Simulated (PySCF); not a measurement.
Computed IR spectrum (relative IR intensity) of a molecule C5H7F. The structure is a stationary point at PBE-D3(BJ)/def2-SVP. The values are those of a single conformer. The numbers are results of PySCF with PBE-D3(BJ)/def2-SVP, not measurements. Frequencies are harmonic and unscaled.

ν (cm⁻¹): 284 (vw), 352 (m), 422 (vw), 457 (w), 595 (w), 864 (s), 943 (m), 969 (w), 1011 (w), 1023 (w), 1090 (vs), 1166 (s), 1170 (vw), 1198 (m), 1248 (w), 1339 (s), 1365 (m), 1400 (m), 1726 (m), 2976 (m), 2981 (w), 2993 (s), 3055 (m), 3073 (w), 3169 (w) (against the strongest line: vs over 80 %, s over 45 %, m over 15 %, w over 4 %, vw less)

Which structure fits?
A. C=CC(F)C=C
B. C=C1CC(F)C1
C. C=C(F)/C=C/C
D. C/C=C/C=C\F

B, C=C1CC(F)C1
